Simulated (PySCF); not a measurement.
# How methods differ on the excitation energy of Zn

Zn [Ar] 3d10 4s2 (1S) → Zn [Ar] 3d9 4s2 4p1 (high-spin determinant), as a difference of total energies. All numbers are calculated (PySCF 2.14, a scalar-relativistic core potential, in aug-cc-pVTZ-PP with ECP10MDF (6s6p5d3f2g, 88 functions)). Correlated levels: valence: 3s2 3p6 frozen. The calculations carry no spin-orbit coupling.

```json
{"method": "UHF", "excitation energy (cm⁻¹)": "71185"}
{"method": "MP2 (valence)", "excitation energy (cm⁻¹)": "93468"}
{"method": "SCS-MP2 (valence)", "excitation energy (cm⁻¹)": "90887"}
{"method": "CCSD (valence)", "excitation energy (cm⁻¹)": "87367"}
{"method": "CCSD(T) (valence)", "excitation energy (cm⁻¹)": "88728"}
```

The upper state lies above the first ionisation limit, where it may autoionise and the basis confines it.

The determinant of the upper state mixes LS terms, which raises its energy above the lowest term, most at the Hartree-Fock and MP2 levels.
